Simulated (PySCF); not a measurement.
Molecule: Si2H3, net charge 0, doublet state. It need not be the lowest isomer of its formula. SMILES: [SiH]=[SiH2]
Geometry: optimised at B3LYP-D3(BJ)/def2-TZVP (Ansatz).

Dispersion corrections to the total energy (kcal/mol) from the dftd3 and dftd4 libraries through PySCF: D3(BJ) without and D4 with the three-body term, each with the damping fitted for the functional named.

```json
[
 {"functional": "B2GP-PLYP", "D3(BJ)": "-3.01", "D4": "-0.97"},
 {"functional": "PBE0", "D3(BJ)": "?", "D4": "-1.95"},
 {"functional": "HF", "D3(BJ)": "-21.94", "D4": "-7.96"},
 {"functional": "r2SCAN", "D3(BJ)": "?", "D4": "-0.49"},
 {"functional": "TPSSh", "D3(BJ)": "-2.82", "D4": "-2.78"},
 {"functional": "TPSS", "D3(BJ)": "-3.02", "D4": "-3.11"},
 {"functional": "PBE", "D3(BJ)": "-2.30", "D4": "?"}
]
```

Question: Fill in the missing entries.

Answer: 
- PBE0, D3(BJ): -2.11
- r2SCAN, D3(BJ): -0.60
- PBE, D4: -2.32
